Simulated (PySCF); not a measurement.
Isomers of C6H11F3, mass 140.081 u with the commonest isotopes. The calculation used PBE0/pcSseg-1 in PySCF (dipole) on a GFN2-xTB geometry, gas phase. One conformer each, none proved a minimum here; rigid rotors.

Question: Order these by dipole moment, largest first.
A. `[CH3:1][CH:2]([CH3:3])[C@@H:4]([CH2:5][F:6])[CH:7]([F:8])[F:9]` with C1–C2–C4–C5 -59°, C2–C4–C5–F6 71°, C2–C4–C7–F8 50°
B. `[CH3:1][CH2:2][C@H:3]([CH3:4])[CH2:5][C:6]([F:7])([F:8])[F:9]` with C1–C2–C3–C4 -169°, C2–C3–C5–C6 -171°
C. `[CH3:1][CH2:2][C@@H:3]([CH3:4])[C@@H:5]([F:6])[CH:7]([F:8])[F:9]` with C1–C2–C3–C4 61°, C2–C3–C5–F6 -58°, C3–C5–C7–F8 36°
D. `[CH3:1][C@@H:2]([CH2:3][F:4])[CH2:5][C@H:6]([F:7])[CH2:8][F:9]` with C1–C2–C3–F4 73°, C1–C2–C5–C6 -178°, C2–C5–C6–F7 -51°, C5–C6–C8–F9 45°
E. `[CH3:1][C:2]([CH3:3])([CH3:4])[C:5]([F:6])([F:7])[CH2:8][F:9]` with C2–C5–C8–F9 -42°
F. `[CH3:1][C@@H:2]([CH2:3][F:4])[C@:5]([CH3:6])([F:7])[CH2:8][F:9]` with C1–C2–C3–F4 -159°, C1–C2–C5–C6 58°, C2–C5–C8–F9 -166°
G. `[CH3:1][CH2:2][C@@:3]([CH3:4])([CH2:5][F:6])[CH:7]([F:8])[F:9]` with C1–C2–C3–C4 -61°, C2–C3–C5–F6 54°, C2–C3–C7–F8 179°

Answer: F (2.81 D), B (2.58 D), A (2.21 D), G (2.08 D), C (1.80 D), E (1.30 D), D (1.00 D).

Question: Order these by radius of gyration √(Σ m r²/M), smallest first.
A. `[CH3:1][CH2:2][C@@:3]([CH3:4])([CH2:5][F:6])[CH:7]([F:8])[F:9]` with C1–C2–C3–C4 -61°, C2–C3–C5–F6 54°, C2–C3–C7–F8 179°
B. `[CH3:1][CH2:2][C@H:3]([CH3:4])[CH2:5][C:6]([F:7])([F:8])[F:9]` with C1–C2–C3–C4 -169°, C2–C3–C5–C6 -171°
C. `[CH3:1][CH2:2][C@@H:3]([CH3:4])[C@@H:5]([F:6])[CH:7]([F:8])[F:9]` with C1–C2–C3–C4 61°, C2–C3–C5–F6 -58°, C3–C5–C7–F8 36°
D. `[CH3:1][CH2:2][C@@H:3]([CH3:4])[C@H:5]([F:6])[CH:7]([F:8])[F:9]` with C1–C2–C3–C4 170°, C2–C3–C5–F6 -62°, C3–C5–C7–F8 -156°
E. `[CH3:1][C@@H:2]([CH2:3][F:4])[CH2:5][C@H:6]([F:7])[CH2:8][F:9]` with C1–C2–C3–F4 73°, C1–C2–C5–C6 -178°, C2–C5–C6–F7 -51°, C5–C6–C8–F9 45°
F. `[CH3:1][CH:2]([CH3:3])[C@@H:4]([CH2:5][F:6])[CH:7]([F:8])[F:9]` with C1–C2–C4–C5 -59°, C2–C4–C5–F6 71°, C2–C4–C7–F8 50°
G. `[CH3:1][C:2]([CH3:3])([CH3:4])[C:5]([F:6])([F:7])[CH2:8][F:9]` with C2–C5–C8–F9 -42°

Answer: G (1.894 Å), A (2.011 Å), F (2.059 Å), D (2.137 Å), C (2.163 Å), B (2.194 Å), E (2.263 Å).

Question: Order these by rotational constant C, largest first.
A. `[CH3:1][CH2:2][C@H:3]([CH3:4])[CH2:5][C:6]([F:7])([F:8])[F:9]` with C1–C2–C3–C4 -169°, C2–C3–C5–C6 -171°
B. `[CH3:1][CH2:2][C@@H:3]([CH3:4])[C@@H:5]([F:6])[CH:7]([F:8])[F:9]` with C1–C2–C3–C4 61°, C2–C3–C5–F6 -58°, C3–C5–C7–F8 36°
C. `[CH3:1][C:2]([CH3:3])([CH3:4])[C:5]([F:6])([F:7])[CH2:8][F:9]` with C2–C5–C8–F9 -42°
D. `[CH3:1][CH2:2][C@@:3]([CH3:4])([CH2:5][F:6])[CH:7]([F:8])[F:9]` with C1–C2–C3–C4 -61°, C2–C3–C5–F6 54°, C2–C3–C7–F8 179°
E. `[CH3:1][CH2:2][C@@H:3]([CH3:4])[C@H:5]([F:6])[CH:7]([F:8])[F:9]` with C1–C2–C3–C4 170°, C2–C3–C5–F6 -62°, C3–C5–C7–F8 -156°
F. `[CH3:1][C@@H:2]([CH2:3][F:4])[C@:5]([CH3:6])([F:7])[CH2:8][F:9]` with C1–C2–C3–F4 -159°, C1–C2–C5–C6 58°, C2–C5–C8–F9 -166°
G. `[CH3:1][C@@H:2]([CH2:3][F:4])[CH2:5][C@H:6]([F:7])[CH2:8][F:9]` with C1–C2–C3–F4 73°, C1–C2–C5–C6 -178°, C2–C5–C6–F7 -51°, C5–C6–C8–F9 45°
H. `[CH3:1][CH:2]([CH3:3])[C@@H:4]([CH2:5][F:6])[CH:7]([F:8])[F:9]` with C1–C2–C4–C5 -59°, C2–C4–C5–F6 71°, C2–C4–C7–F8 50°

Answer: C (1264 MHz), D (1045 MHz), H (980.3 MHz), F (953.3 MHz), E (932.4 MHz), B (846.8 MHz), A (816.0 MHz), G (794.5 MHz).

```
                   SMILES  point group  Ia (u·Å²)  Ib (u·Å²)  Ic (u·Å²)      κ  μa (D)  μb (D)  μc (D)
      CC[C@@](C)(CF)C(F)F           C1     264.98     385.00     483.55  -0.38    1.75    0.59    0.97
   C[C@@H](CF)C[C@H](F)CF           C1     206.49     591.55     636.13  -0.93    0.76    0.60    0.23
      CC[C@H](C)CC(F)(F)F           C1     199.83     529.11     619.35  -0.84    2.51    0.01    0.57
        CC(C)(C)C(F)(F)CF           C1     269.92     335.05     399.94  -0.20    0.32    0.76    1.01
     CC(C)[C@@H](CF)C(F)F           C1     270.82     401.41     515.52  -0.37    1.98    0.03    0.99
CC[C@@H](C)[C@@H](F)C(F)F           C1     217.16     496.79     596.82  -0.77    1.77    0.25    0.22
 CC[C@@H](C)[C@H](F)C(F)F           C1     229.22     508.70     542.03  -0.90    1.62    0.90    0.13
  C[C@@H](CF)[C@](C)(F)CF           C1     267.16     378.85     530.14  -0.19    1.97    1.53    1.29
```
